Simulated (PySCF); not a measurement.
C₂H₅Cd (SMILES C[CH2][Cd]), doublet, at a GFN2-xTB geometry (such geometries of metal compounds can be far from the true shape) (the spin is typed, not shown lowest) (core potentials on Cd). Base run: B3LYP/def2-SV(P) run with PySCF.

PySCF was given this input:
```python
from pyscf import gto, scf, dft

mol = gto.M(
    atom='''
Cd    0.29131305    0.56175032    0.38252380
C    -0.06194642   -1.60761260   -0.75591768
C    -1.46593042   -1.47270462   -1.31110621
H     0.00958159   -2.42399845   -0.03318615
H     0.67608025   -1.73578800   -1.55142422
H    -1.53176292   -0.63365091   -2.01179403
H    -2.19244167   -1.31585186   -0.50681331
H    -1.77722280   -2.37282283   -1.85578147
''',
    basis='def2-sv(p)',
    ecp={'Cd': 'def2-sv(p)'},
    spin=1,
    verbose=4,
)

mf = dft.UKS(mol)
mf.xc = 'b3lyp'
mf.kernel()
mf.analyze()
```

The base run was repeated with changes; each row names its change, and settings that it needs were set with it.

| change | basis functions | E (Eh) | HOMO (eV) | dipole (D) |
|---|---|---|---|---|
| base | 62 | -246.89502 | -4.91 | 0.72 |
| basis = ANO-RCC-VDZP; relativity = none (without ecp={'Cd': 'def2-sv(p)'}) | 96 | -5412.33131 | -4.70 | 0.11 |
| basis = jorge-DZP-DKH; relativity = none (without ecp={'Cd': 'def2-sv(p)'}) | 103 | -5499.40420 | -4.67 | 0.11 |
| basis = x2c-SVPall; relativity = spin-free X2C (without ecp={'Cd': 'def2-sv(p)'}) | 109 | -5672.72135 | -4.94 | 0.75 |
| basis = x2c-SVPall; relativity = none (without ecp={'Cd': 'def2-sv(p)'}) | 109 | -5442.98159 | -4.62 | 0.10 |
| basis = ANO-RCC-VDZP; relativity = spin-free X2C; nucleus = Gaussian (with nucmod='G'; without ecp={'Cd': 'def2-sv(p)'}) | 96 | -5673.08705 | -4.83 | 0.63 |
| basis = ANO-RCC-VDZP; relativity = spin-free X2C (without ecp={'Cd': 'def2-sv(p)'}) | 96 | -5673.21715 | -4.83 | 0.63 |
| basis = jorge-DZP-DKH; relativity = spin-free X2C (without ecp={'Cd': 'def2-sv(p)'}) | 103 | -5667.24065 | -4.77 | 0.21 |
| basis = x2c-SVPall; relativity = spin-free X2C; nucleus = Gaussian (with nucmod='G'; without ecp={'Cd': 'def2-sv(p)'}) | 109 | -5672.62340 | -4.94 | 0.75 |
| basis = jorge-DZP-DKH; relativity = spin-free X2C; nucleus = Gaussian (with nucmod='G'; without ecp={'Cd': 'def2-sv(p)'}) | 103 | -5667.13091 | -4.77 | 0.21 |

Totals shift with the method and basis; they matter in differences.

Open shells are given as the SCF converged; they aren't shown to be the lowest states, and a large step between rows can be another state.

Basis sets contracted for a relativistic Hamiltonian are a mismatch without it, so the rows without relativity aren't non-relativistic limits. No row has spin-orbit coupling; sets with core potentials leave out the core electrons.
